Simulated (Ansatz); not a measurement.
Species: S2O2, net charge 0, singlet state. 
Geometry from a B3LYP-D3(BJ)/def2-TZVP (Ansatz, a program for electronic structure) optimisation:
```
S
O 1 1.4720
S 1 2.0125 2 114.63
O 3 1.4720 1 114.63 2 0.00
```
Charge 0, spin multiplicity 1.

Computed values are from Ansatz. Valence correlation only, unless marked. UHF or UKS for open shells. No spin-orbit coupling. No relativistic terms. CBS(X,Y): correlation extrapolated as X^-3; Hartree-Fock from the larger set. [CCSD(T)-MP2]/basis is that difference in the basis named.

The Hartree-Fock reference is unstable (checked in the largest basis), which strains HF and MP2. 

**Question.** What is the total energy at RI-MP2/CBS(aug-cc-pV(T+d)Z,aug-cc-pV(Q+d)Z)+[CCSD(T)-MP2]/aug-cc-pV(T+d)Z?

**Answer.** -945.8210 Eh.

**Question.** What is the T1 diagnostic at CCSD/cc-pwCVTZ?

**Answer.** 0.025.

**Question.** What is the dipole moment at CCSD(T)/aug-cc-pV(D+d)Z?

**Answer.** 3.12 D.

**Question.** What is the atomisation energy De at RI-MP2/CBS(aug-cc-pV(T+d)Z,aug-cc-pV(Q+d)Z)+[CCSD(T)-MP2]/aug-cc-pV(T+d)Z?

**Answer.** 1196.6 kJ/mol.
